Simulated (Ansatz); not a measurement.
One change: `[F][Zr]([F])([F])[Cl]` becomes `C[N](C)[Zr]([F])([F])[F]`.

Ansatz, PBE0-D4/def2-TZVP geometries, multiplicity 1. Each molecule was computed in one conformer, which needn't be the lowest.

Elements past krypton have def2 core potentials.

```
                                      property  `[F][Zr]([F])([F])[Cl]`
         HOMO energy (ωB97M-V/def2-TZVPP) / eV                   -12.26
       HOMO–LUMO gap (ωB97M-V/def2-TZVPP) / eV                    12.56
         LUMO energy (ωB97M-V/def2-TZVPP) / eV                     0.29
           HOMO energy (B3LYP/def2-TZVPP) / eV                    -9.71
size of the dipole moment (PBE/def2-TZVPP) / D                     0.17
            LUMO energy (PBE0/def2-TZVPP) / eV                    -1.71
```

(1) Give the same properties after the change, and the shifts. (Estimate.)

Results:

(1) Computed: 
```tsv
property	`C[N](C)[Zr]([F])([F])[F]`	shift
HOMO energy (ωB97M-V/def2-TZVPP) / eV	-9.32	2.94
HOMO–LUMO gap (ωB97M-V/def2-TZVPP) / eV	9.94	-2.62
LUMO energy (ωB97M-V/def2-TZVPP) / eV	0.62	0.33
HOMO energy (B3LYP/def2-TZVPP) / eV	-6.88	2.83
size of the dipole moment (PBE/def2-TZVPP) / D	2.81	2.64
LUMO energy (PBE0/def2-TZVPP) / eV	-0.85	0.86
```

With PBE0 the HOMO rises by 2.93 eV and the LUMO rises by 0.86 eV, so the gap narrows by about 2.07 eV. PBE moves the HOMO by 2.75 eV and ωB97M-V by 2.94 eV. Dipoles are sizes alone; their direction can turn.

B3LYP here is the variant with VWN-RPA as its local correlation; programs differ in this.
